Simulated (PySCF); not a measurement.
Ionising BI

RHF-CCSD; B def2-SVPD, I def2-SVPD with ECP28; scalar-relativistic core potentials (PySCF 2.14). Neutral (RHF): singlet (closed shell), Re = 2.143 Å, ωe = 581 cm⁻¹, De = 3.30 eV.

BI⁺ (UHF): doublet (σ ↑), Re = 1.968 Å, ωe = 802 cm⁻¹, De = 2.39 eV to B⁺ + I. The energies at the minima are -321.44675 hartree for BI and -321.11443 for BI⁺.

Task: Work out the adiabatic ionisation energy, without and with harmonic zero-point energies (1 hartree = 27.2114 eV, 1 eV = 8065.5 cm⁻¹), and the change of the bond length.

Result: At CCSD: 0.33232 hartree = 9.043 eV between the minima; the zero-point term (802.0 − 581.0)/2 cm⁻¹ = +0.014 eV makes it 9.057 eV. Re changes by -17.5 pm against the neutral. The electron leaves a σ orbital, and the shorter bond of the ion fits an antibonding orbital, or a change in how ionic the bond is.

Correlated steps freeze 5 core orbitals. Correlated levels converge slowly with the basis: in double zeta they bind strong bonds too weakly, by up to about 1 eV, and carry superposition errors of some tenths. Spin–orbit coupling is left out, which matters for elements this heavy, above all for dissociation energies. For an ion De counts to the pair picked by the measured ionisation energies or electron affinities, which need not be the lowest pair at this level. Where the molecule has an RHF reference, its open-shell atoms are computed with UHF. States were picked by a PBE0 search and need not be the measured ground states.

Neutral and ion stand on different kinds of reference determinant, which adds to the error of the difference.
